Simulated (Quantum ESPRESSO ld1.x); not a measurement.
Question: The aim is neutral phosphorus in [Ne] 3s2 3p3. What will ld1.x (Quantum ESPRESSO 7.5) do with this input?

```
 &input
    zed=15.0,
    iswitch=1,
    rel=1,
    dft='PBE',
    config='[Ne] 3s2 3p3',
    xmin=-14.0,
    prefix='ld1',
    max_out_wfc=37,
    file_charge='ld1.rho',
 /
```

Answer: Usable despite the warning. The mesh starts very near the nucleus, where rounding noise provokes warnings (final residual 2e-15); the energy differs from the default mesh by less than 1e-5 hartree, which is rather the error of the default start.

Output (excerpt):

```
     Program LD1 v.7.5 starts

     --------------------------- All-electron run ----------------------------

     scalar relativistic calculation

     atomic number is 15.00
     dft =PBE   lsd =0 sic =0 latt =0  beta=0.20 tr2=1.0E-14
     Exchange-correlation= PBE
                           (   1   4   3   4   0   0   0)
     mesh =2665 r(mesh) =  99.87804 a.u. xmin =-14.00 dx = 0.00800
     1 Ry =  13.60569312 eV, c = 137.03599908

     n l     nl                  e(Ry)          e(Ha)          e(eV)
     1 0     1S 1( 2.00)      -153.1838       -76.5919     -2084.1723
     2 0     2S 1( 2.00)       -12.7881        -6.3941      -173.9914
     2 1     2P 1( 6.00)        -9.1501        -4.5751      -124.4935
     3 0     3S 1( 2.00)        -1.0267        -0.5134       -13.9693
     3 1     3P 1( 3.00)        -0.4047        -0.2024        -5.5068

     final scf error:  2.1E-15 reached in 166 iterations

     Etot =    -683.804972 Ry,    -341.902486 Ha,   -9303.640602 eV

     Ekin =     685.945469 Ry,     342.972735 Ha,    9332.763554 eV
     Encl =   -1630.857565 Ry,    -815.428783 Ha,  -22188.947559 eV
     Eh   =     307.092415 Ry,     153.546208 Ha,    4178.205162 eV
     Exc  =     -45.985291 Ry,     -22.992646 Ha,    -625.661760 eV
```

Run on one thread of a shared host, so times are rough (Intel(R) Xeon(R) Processor @ 2.60GHz): 1.1 s of CPU time, 2.8 s wall, 166 iterations on 2665 mesh points, peak memory 30 MiB.
